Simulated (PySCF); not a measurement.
A side-by-side comparison of computed properties.

First species: alpha-propyl-beta-propiolactone, C6H10O2.
Atom-mapped SMILES: `[CH3:1][CH2:2][CH2:3][C@H:4]1[CH2:5][O:6][C:7]1=[O:8]` (hydrogens: H9, H10, H11 on C1; H12, H13 on C2; H14, H15 on C3; H16 on C4; H17, H18 on C5)

Geometry (GFN2-xTB, Å), atoms numbered from 1 in this order:
```
atom  x, y, z in Å
C1     2.6395   -0.1827   -0.0752
C2     1.2006   -0.6775   -0.1507
C3     0.2206    0.4868   -0.2897
C4    -1.2229    0.0101   -0.3657
C5    -1.9006   -0.4373    0.9408
O6    -2.8498    0.6392    0.8274
C7    -2.2866    1.0984   -0.3187
O8    -2.5813    2.0413   -0.9774
H9     3.3259   -1.0184    0.0349
H10    2.9017    0.3616   -0.9794
H11    2.7701    0.4836    0.7746
H12    0.9620   -1.2477    0.7501
H13    1.0903   -1.3485   -1.0053
H14    0.4443    1.0511   -1.1973
H15    0.3354    1.1655    0.5589
H16   -1.3559   -0.6827   -1.1981
H17   -2.4013   -1.4056    0.9272
H18   -1.3007   -0.3306    1.8452
```

Second species: C5H8ClN3.
SMILES with atom numbers: `[CH3:1][CH2:2][n:3]1[n:4][n:5][c:6]([Cl:7])[c:8]1[CH3:9]` (hydrogens: H10, H11, H12 on C1; H13, H14 on C2; H15, H16, H17 on C9)

Levels: PBE0/pcSseg-1 for dipole moment, HOMO energy, LUMO energy and HOMO–LUMO gap; GFN2-xTB for rotational constant A and rotational constant C. Geometries: GFN2-xTB. Each species is one conformer at its optimised geometry, gas phase, non-relativistic unless stated. Electronic properties by PySCF.

Dipoles, sizes and rotational constants follow the conformer. The torsions of the flexible species, by atom-mapped SMILES:
- `[CH3:1][CH2:2][CH2:3][C@H:4]1[CH2:5][O:6][C:7]1=[O:8]`: C1–C2–C3–C4 180°, C2–C3–C4–C5 77°
- `[CH3:1][CH2:2][n:3]1[n:4][n:5][c:6]([Cl:7])[c:8]1[CH3:9]`: C1–C2–N3–N4 -94°

Values for the first species:

| Item | Value |
| --- | --- |
| Dipole moment | 4.52 D |
| HOMO energy | -7.96 eV |
| LUMO energy | 0.25 eV |
| HOMO–LUMO gap | 8.21 eV |
| Rotational constant A | 4.587 GHz |
| Rotational constant C | 0.927 GHz |

Problem. Estimate the same properties for the second species, and the change in each.

Solution. 
```tsv
property	first	second	second less first
dipole moment	4.52 D	5.73 D	+1.21 D
HOMO energy	-7.96 eV	-7.05 eV	+0.91 eV
LUMO energy	0.25 eV	-0.14 eV	-0.39 eV
HOMO–LUMO gap	8.21 eV	6.91 eV	-1.30 eV
rotational constant A	4.587 GHz	2.956 GHz	-1.631 GHz
rotational constant C	0.927 GHz	0.741 GHz	-0.186 GHz
```

On the first: A dipole of 4.52 D is allowed in C1, and pure rotational transitions are dipole-allowed. In atomic units the dipole is 1.78 e·bohr (1 au = 2.5417 D).

On the second: The dipole equals about 19.1 × 10⁻³⁰ C·m (1 D = 3.33564 × 10⁻³⁰ C·m). A dipole of 5.73 D is allowed in C1, and pure rotational transitions are dipole-allowed.
